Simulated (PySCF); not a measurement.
Removing an electron from `CC[O][GaH][CH2][SiH3]`

Compound: C3H11GaOSi.
Structure used (PBE0-D3(BJ)/def2-SVP), in Å, numbered top down from 1:
```
atom  x, y, z in Å
C1    -2.8674   -0.1055   -0.1469
C2    -1.8785    0.3327    0.9149
O3    -0.5368    0.2730    0.5378
Ga4    0.3220   -0.2700   -0.9326
C5     2.2443   -0.0384   -0.6564
Si6    2.7265    0.0283    1.1604
H7    -2.7023   -1.1544   -0.4419
H8    -2.7834    0.5163   -1.0531
H9    -3.8996   -0.0192    0.2262
H10   -2.0190   -0.2886    1.8204
H11   -2.1111    1.3708    1.2214
H12   -0.4679   -0.8335   -2.1587
H13    2.7952   -0.8369   -1.1801
H14    2.5413    0.9113   -1.1369
H15    4.2190    0.0086    1.3077
H16    2.2191    1.2755    1.8033
H17    2.1914   -1.1578    1.8985
```

Level: CAM-B3LYP/def2-SVPD (PySCF). Frontier orbitals with their largest atomic shares (Löwdin; up to four atoms above 4 %):

```tsv
orbital	ε (eV)	main atoms
HOMO−3	-10.53	Si6 31 %, C5 27 %, H17 19 %, H14 5 %
HOMO−2	-9.56	O3 24 %, C5 20 %, Si6 12 %, Ga4 11 %
HOMO−1	-9.16	O3 49 %, C2 14 %, Ga4 9 %, H10 8 %
HOMO	-9.09	?
LUMO	-0.05	Ga4 55 %, O3 14 %, H12 11 %, C5 9 %
LUMO+1	0.64	Ga4 56 %, Si6 10 %, C5 6 %, H14 6 %
LUMO+2	1.22	Ga4 37 %, H12 19 %, C5 7 %, C1 6 %
```

Problem. What vertical ionisation energy does ΔSCF give, and how far is −ε(HOMO) from it?

Solution. ΔSCF: 9.77 eV (942 kJ/mol; threshold wavelength 127 nm); ⟨S²⟩ of the doublet left behind is 0.763, against 0.75 for a pure doublet. −ε(HOMO) is 9.09 eV, 0.68 eV below it. In exact Kohn–Sham theory the two would be equal; CAM-B3LYP (range-separated hybrid) falls short of its own ΔSCF value by 7 %. Holes in the HOMO−1 and HOMO−2 were tried too where these lie within 1.2 eV of the HOMO; the lowest converged state counts.

Problem. On which atoms does the HOMO lie?

Solution. O3 (oxygen bonded to C and Ga) 36 %, Ga4 (gallium bonded to C, O and H) 13 %, C5 (sp3 carbon bound to silicon) 11 %, H12 (hydrogen on gallium) 10 %, so no atom holds as much as 40 %. The HOMO−1 lies 0.07 eV lower.

Problem. And the vertical electron affinity, the fundamental gap, Mulliken's electronegativity and the hardness (with the factor ½)?

Solution. EA = -0.58 eV by ΔSCF (−ε(LUMO) = 0.05 eV); a negative value means that the added electron isn't bound at this geometry and level, and the number then depends on the basis. IE − EA = 10.35 eV against an orbital gap of 9.04 eV; (IE + EA)/2 = 4.59 eV; (IE − EA)/2 = 5.17 eV.

Problem. How many of the 10 lowest singlet excitations (vertical TDDFT, same level) lie below the ionisation energy?

Solution. All 10; they run from 5.53 to 7.84 eV.

Problem. Shift the occupied levels rigidly so that −ε(HOMO) equals the ΔSCF value. What binding energies result?

Solution. The shift is +0.68 eV: HOMO 9.77, HOMO−1 9.84, HOMO−2 10.24, HOMO−3 11.21 eV. A rigid shift is only a rough guide to the deeper ionisations.

Geometry: PBE0-D3(BJ)/def2-SVP, one conformer, isolated molecule. The calculation is non-relativistic, for gallium too.

These values come from a run that also computed excited states and ΔSCF ions. The run took 4.7 min wall on an x86-64 server with one thread, no GPU, on a shared host.
